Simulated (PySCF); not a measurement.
**Dipole response of Mg⁺ (magnesium, charge +1)**

[Ne] 3s1, 2S determinant. Computed with PySCF 2.14 in dyall-acv3z (20s13p7d4f, 122 functions), with the non-relativistic Hamiltonian (point nucleus). Coupled (time-dependent) response in atomic units; α is the mean over directions.

```json
{"method": "HSE06", "mean α (bohr³)": "34.42", "C₆ (like pair)": "150.2", "S(−4)": "1268"}
```

S(−4) is the Cauchy moment in α(ω) = α(0) + S(−4) ω² + …

α(iu) at HSE06:

```tsv
u (hartree)	α(iu) (bohr³)
0	34.42
0.0500	31.53
0.100	25.20
0.200	14.13
0.300	8.323
0.500	3.822
0.750	2.055
1.00	1.367
1.50	0.8187
2.00	0.5879
3.00	0.3704
5.00	0.1949
```

A single London oscillator, α(iu) = α/(1 + u²/ω²), gives C₆ = (3/4) ω α². Matching the computed C₆ needs ω = 4 × 150.2 / (3 × 34.42²) = 0.169 hartree.

For an ion, C₆ is the dispersion term alone; charge-induced terms of lower order in 1/R come first.
